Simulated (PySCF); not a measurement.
# How methods differ on the interval between two levels of Rh

Rh [Kr] 4d8 5s1 [4F9/2, M_J = 9/2] → Rh [Kr] 4d7 5s1 6s1 [6F11/2, M_J = 11/2], as a difference of total energies. Calculation: PySCF 2.14, in x2c-TZVPall-2c with one added diffuse shell each of s, p, d type (9s10p8d1f, 86 functions); the two-component X2C-1e Hamiltonian. Correlated levels: [Ar] 3d10 frozen; the 6 highest virtual spinors dropped. "Screened" scales the spin-orbit matrix elements by Boettger's factors to mimic the two-electron term; Breit and QED terms are absent.

| method | interval between two levels (cm⁻¹) |
| --- | --- |
| GHF (spin-free) | 43317 |
| GMP2 (spin-free) | 52732 |
| GHF (screened spin-orbit) | 42983 |
| GMP2 (screened spin-orbit) | 52377 |

The labels give the starting determinants; with spin-orbit coupling the two ends relaxed to ⟨J²⟩ = 24.76, ⟨L²⟩ = 12.05, ⟨S²⟩ = 3.75 and ⟨J²⟩ = 35.76, ⟨L²⟩ = 12.12, ⟨S²⟩ = 8.70.

The promoted electron is Rydberg-like, and one or two diffuse shells describe it only roughly, which tends to raise the upper state.
